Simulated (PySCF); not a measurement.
CH₃Si, SMILES [Si]C (connectivity only; charge and spin as stated), charge +1, multiplicity 1.

Geometry: r2SCAN-D4/def2-TZVP. The multiplicity is an assumed one; other spin states were not compared. The isomer is the one that the SMILES or the coordinates give; other isomers of the formula were not compared.

Two levels are set side by side: PBE/def2-TZVPD (PySCF) and r2SCAN/def2-TZVPD (PySCF). Same geometry, gas phase. Differences are taken from unrounded values.

```json
[
 {"quantity": "orbital gap (eV)", "r2SCAN": "3.44"},
 {"quantity": "highest occupied level (eV)", "r2SCAN": "-13.43"},
 {"quantity": "lowest empty level (eV)", "r2SCAN": "-9.99"},
 {"quantity": "mean polarisability (bohr³)", "r2SCAN": "33.1"}
]
```

Problem. What does PBE give, and how far is it from r2SCAN? (An estimate is asked for; the answer gives what the named calculation found.)

Solution. 
```
quantity                        PBE  PBE minus r2SCAN
---------------------------  ------  ----------------
orbital gap (eV)               3.07             -0.37
highest occupied level (eV)  -13.21              0.22
lowest empty level (eV)      -10.15             -0.16
mean polarisability (bohr³)    33.4               0.3
```

Rough cost on one machine, each run with all the roots and properties that it gave: r2SCAN against PBE about 4 times.
